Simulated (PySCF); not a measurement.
HgF₂⁻: one-bond stretch

Level of theory: UPBE0 in PySCF with Hg def2-TZVPD with ECP60, F def2-TZVPD; scalar-relativistic core potentials, no spin–orbit coupling; density-fitted integrals.

Rigid scan from the doublet minimum (Hg–F 2.185 Å (×2); F–Hg–F 135.7°). Coordinate: the bond from Hg to the last atom (F) scaled, the rest fixed. Energies in kJ/mol from the minimum.

| scale of one bond | E (kJ/mol) | dipole size (D, about the centre of mass) | ⟨S²⟩ |
| --- | --- | --- | --- |
| 0.92 | 15.0 | 2.38 | 0.75 |
| 0.96 | 3.2 | 2.47 | 0.75 |
| 1.00 | 0.0 | 2.68 | 0.76 |
| 1.05 | 3.5 | 3.05 | 0.76 |
| 1.12 | 15.7 | 3.67 | 0.76 |
| 1.20 | 33.6 | 4.39 | 0.76 |
| 1.35 | 65.7 | 5.57 | 0.76 |
| 1.55 | 96.3 | – | 0.76 |
| 1.80 | 117.4 | – | 0.76 |
| 2.20 | 130.2 | – | 0.76 |

Spin–orbit coupling, left out here, can matter for elements this heavy.

The scan took roughly 2.4 core-minutes on a shared host.
